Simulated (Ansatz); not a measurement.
FH2OSSi, SMILES `O[SiH](F)[S]` radical, relaxed with UKS PBE-D4/def2-SVP in the Gaussian-basis code of Ansatz from a rough embedded geometry. The force threshold is 0.03 eV/Å; the program also tests the step.

Charge 0, multiplicity 2.

Start:

```xyz
6

O    -0.756   -1.039    0.173
Si    0.364    0.151    0.218
F    -0.175    1.273    1.185
S     0.308    0.900   -1.776
H    -1.432   -0.967   -0.466
H     1.692   -0.318    0.665
```

Question: How much energy does the relaxation release, and in how many steps? (Best estimate.)

Answer: Computed: 19.66 kJ/mol, in 5 steps, 1 of them rejected.

Question: Which bonds change most? (Best estimate.)

Answer: Ansatz gave: Si2–F3 from 1.577 to 1.636 Å; O1–H5 from 0.933 to 0.975 Å; O1–Si2 from 1.635 to 1.668 Å; Si2–H6 from 1.479 to 1.487 Å.

Question: Give the relaxed structure. (Estimate.)

Answer: The calculation gave: 
```xyz
6

O    -0.670   -1.151    0.100
Si    0.357    0.162    0.157
F    -0.181    1.328    1.171
S     0.382    0.992   -1.806
H    -1.532   -0.984   -0.325
H     1.643   -0.347    0.703
```
